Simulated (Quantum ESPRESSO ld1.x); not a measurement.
The numbers below are computed, except where a source is named.
Problem. These are the eigenvalues of the occupied orbitals of an atom or ion with whole-number occupations (Ry). Level of theory: Dirac Kohn-Sham, PBEsol, spin-unpolarised, spherical densities, point nucleus (ld1.x of Quantum ESPRESSO 7.5).

orbital  eigenvalue
1s1/2      -5926.69
2s1/2      -1045.38
2p1/2      -1002.42
2p3/2      -867.553
3s1/2      -247.167
3p1/2      -227.874
3p3/2      -198.116
3d3/2      -166.115
3d5/2      -159.719
4s1/2      -54.1056
4p1/2      -45.8842
4p3/2      -38.7411
4d3/2      -25.2998
4d5/2      -23.9698
5s1/2      -8.57529
4f5/2      -6.72787
4f7/2      -6.44771
5p1/2      -5.91090
5p3/2      -4.69724
5d3/2      -1.20027
5d5/2      -1.08468

Which element is it, and in what charge state? The configuration may be excited. Open shells, if any, fill j = l - 1/2 first.

Solution. Z = 79, gold, charge +1: Au+ in [Xe] 4f14 5d10. The list shows which subshells hold electrons but not how many an open one holds; the 1s level, -2963.3 hartree, gives Z - s = 77.0 by -(Z - s)^2/2, which with screening and relativity narrows Z to a few neighbours, and the depths of the outer levels then fix element, charge and occupations together.
